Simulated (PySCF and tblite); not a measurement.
Values are calculated unless marked as measured or tabulated.
System: C4H8N2O2Si, numbered as in [SiH3:1][O:2][CH2:3][O:4][c:5]1[cH:6][n:7][nH:8][cH:9]1.

Motion: shift of H on N8 from N8 to N7. GFN2-xTB gives an electronic barrier of 44.6 kcal/mol and a reaction energy of -0.4 kcal/mol.

Tunnelling of the moving H, left out here, will speed the real process. In real samples such hydrogens mostly exchange between molecules or through solvent, far faster than by this path.

**Question.** What does PBE0/pcSseg-1 + D3(BJ), IEF-PCM benzene give on B3LYP-D3(BJ)/def2-SVP geometries?

**Answer.** A barrier of 49.4 kcal/mol, 4.8 above the tight-binding barrier (from unrounded values), a reaction energy of -0.3 kcal/mol and, with GFN2-xTB thermal terms, ΔG‡(298 K) = 45.5 kcal/mol and k = 2.7×10⁻²¹ s⁻¹ (1 equivalent path).

**Question.** And the level of the geometries itself, B3LYP-D3(BJ)/def2-SVP?

**Answer.** 49.8 kcal/mol.

Programs: tblite and PySCF.
